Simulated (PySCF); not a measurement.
SMILES CC[SiH3] (C₂H₈Si) at its GFN2-xTB optimised geometry (Å):

```
11

C      1.6692    -0.7292     0.0000
C      0.1445    -0.7292     0.0000
Si    -0.5996     1.0212     0.0000
H      2.0533    -0.2171     0.8798
H      2.0604    -1.7461     0.0019
H      2.0537    -0.2203    -0.8815
H     -0.2104    -1.2800     0.8737
H     -0.2104    -1.2807    -0.8732
H     -0.1452     1.7461    -1.1891
H     -2.0604     0.9217    -0.0106
H     -0.1621     1.7377     1.2005
```

Level of theory: PBE0/def2-TZVP (PySCF).

Map of the electrostatic potential (hartree/e), clipped to [-0.08, 0.12] on the plane z = 0.8 Å:

```
|                               |
|                               |
|                               |
|                               |
|                               |
|                               |
|          ......               |
|         .:-=+*+:.             |
|         :=*@@@@#:.            |
|        .-#@@@@@@=:.           |
|       .:+@@@@@@@*:..          |
|       :-#@@@@@@@#-:...        |
|      .:=#@@@@@@@#=:::...      |
|      .:-*@@@@@@@*-:-=+-:.     |
|       .:=@@@@@@@+-=#@@@=.     |
|        .:+%@@@@@*+*@@@@%:.    |
|         .-=+#@@@@#@@@@@@:     |
|         ..:=@@@@@@@@@@@*:     |
|          .:*@@@@@@@@@@%-.     |
|          .:%@@@@@#@@@@=.      |
|          .:#@@@@*==*#+-.      |
|          .:=@@@#-::-=+-:.     |
|           .:-+=:...:-=-:.     |
|           ..........:::..     |
|             ...   .......     |
|                    .....      |
|                     ...       |
|                               |
|                               |
|                               |
|                               |
```
Scale: ten equal steps from -0.006 (start of ' ') to 0.120 (end of '@'), in the order ' .:-=+*#%@'; x runs from -4.50 to 4.50, y from -4.50 (bottom) to 4.50 (top).
